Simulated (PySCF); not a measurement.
Computed shifts of a molecule C4H5BO2, PySCF with PBE/pcSseg-1, GIAO, gas phase, equivalent atoms averaged, in ppm (number of nuclei): ¹³C: 156.0 (1), 108.4 (1), 93.4 (1), 88.2 (1). ¹H: 6.72 (1), 6.07 (1), 5.23 (1), 5.07 (1), 2.43 (1). References: ¹³C against TMS (σ = 182.0 ppm); ¹¹B against BF3 (σ = 83.9 ppm); ¹⁷O against H2O (σ = 334.3 ppm); ¹H against TMS (σ = 31.49 ppm), references at their B3LYP-D3(BJ)/def2-TZVP geometries, non-relativistic. Coordinates come from a TPSSh-D3(BJ)/def2-SVP optimisation. Other conformers were not sampled.

### Question
Which molecule gave these data?
(A) O=C1C=CCB1O
(B) C#CB(O)OC=C
(C) O=CCB1C=CO1
(D) C=C1C=CB(O)O1

### Answer
B, C#CB(O)OC=C
